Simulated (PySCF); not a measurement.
hydrogen selenide (H2Se), SMILES [SeH2]. Atoms are numbered in the order given.

```xyz
3

Se     0.0000     0.0000     0.0566
H      0.0000    -1.0493    -0.9621
H      0.0000     1.0493    -0.9621
```
Charge 0, spin multiplicity 1.

Geometry: ωB97X-D3(BJ)/def2-TZVPD.

Method: B3LYP/pcSseg-2 run with PySCF.

GIAO shieldings, no solvent; atoms alike by connectivity are averaged. δ = σ(ref) − σ: ⁷⁷Se against Me2Se (σ = 1646.2 ppm); ¹H against TMS (σ = 31.68 ppm), references at their B3LYP-D3(BJ)/def2-TZVP geometries, non-relativistic.

Computed chemical shifts:
| nucleus | atoms | count | δ (ppm) |
|---|---|---|---|
| ⁷⁷Se | Se1 | 1 | -422.9 |
| ¹H | H2, H3 | 2 | 1.21 |
